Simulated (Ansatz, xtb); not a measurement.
# Isomers of C3H7BF2O in order of energy

3 gas-phase structures of C3H7BF2O, from a drawn sample of its isomers (lower ones may exist). Each was relaxed with GFN2-xTB; where two conformers were screened, the lower at r2SCAN-D4/def2-SVP is listed:

A. `C[C@H](F)COBF`, a singlet
B. `CC(C)OB(F)F`, a singlet
C. `CCB(F)OCF`, a singlet

Q: Make a reasoned guess at their ranking by r2SCAN-D4/def2-SVP single-point energy.

A: Calculated order at r2SCAN-D4/def2-SVP: B (0.000), C (1.871), A (2.300) eV.

Energies above the lowest of each column, in eV; the last columns are at B3LYP/def2-SVP geometries:

```json
{"structure": "B", "GFN2-xTB": "0.000", "HF/STO-3G": "0.000", "r2SCAN-D4/def2-SVP": "0.000", "B3LYP/def2-SVP": "0.000", "CCSD(T)/def2-SVP + ΔMP2/def2-TZVPP": "0.000"}
{"structure": "C", "GFN2-xTB": "1.738", "HF/STO-3G": "1.708", "r2SCAN-D4/def2-SVP": "1.871", "B3LYP/def2-SVP": "1.829", "CCSD(T)/def2-SVP + ΔMP2/def2-TZVPP": "1.855"}
{"structure": "A", "GFN2-xTB": "1.525", "HF/STO-3G": "2.145", "r2SCAN-D4/def2-SVP": "2.300", "B3LYP/def2-SVP": "2.208", "CCSD(T)/def2-SVP + ΔMP2/def2-TZVPP": "2.250"}
```

Every level run on B puts it lowest or level with the lowest. Flexible structures stand in one conformer each, not always the lowest. ΔMP2 is the change of the MP2 energy from the smaller to the larger basis.

Programs: Ansatz 0.2.0, xtb 6.7.1.
